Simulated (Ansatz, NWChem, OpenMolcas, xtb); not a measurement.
## The dipole moment down a group: O to Se

One atom is swapped for its congeners: O3 (ozone) `O=[O+][O-]`; SO2 (sulfur dioxide) `O=S=O`; SeO2 (selenium dioxide) `O=[Se]=O`. All are singlets with charge 0.

Shapes, held fixed at every level: PBE0-D4/def2-TZVP. Programs: Ansatz 0.2.0, NWChem 7.3.0, OpenMolcas 26.06, xtb 6.7.1. A level may come from different programs for different species; with the same settings they agree closely. Values in D.

```
            level    O3  SeO2
         GFN0-xTB  2.89  3.04
 SVWN5/def2-TZVPP  0.65  2.63
  BLYP/def2-TZVPP  0.65  2.66
revPBE/def2-TZVPP  0.65  2.55
  TPSS/def2-TZVPP  0.65  2.57
r2SCAN/def2-TZVPP  0.67  2.64
  PBE0/def2-TZVPP  0.70  2.80
M06-2X/def2-TZVPP  0.74  2.99
         measured  0.53  2.62
```

Q: Estimate the column for SO2 from its neighbours.

A: The mean of the neighbours at M06-2X/def2-TZVPP is 1.87 D, against 1.85 from the run. All rows: GFN0-xTB 2.19; SVWN5/def2-TZVPP 1.59; BLYP/def2-TZVPP 1.61; revPBE/def2-TZVPP 1.51; TPSS/def2-TZVPP 1.54; r2SCAN/def2-TZVPP 1.58; PBE0/def2-TZVPP 1.69; M06-2X/def2-TZVPP 1.85; measured 1.63 D. At M06-2X/def2-TZVPP the dipole moment rises at every step, from 0.74 to 2.99 D. 7 of 8 levels show this order throughout; 7 agree on the largest and the smallest. Measured values: NIST CCCBDB. The measured values run in the same order. Relativity is left out for Se unless named. GFN0-xTB strays far from the other rows. Magnitudes only: a dipole under 1 D may point either way.
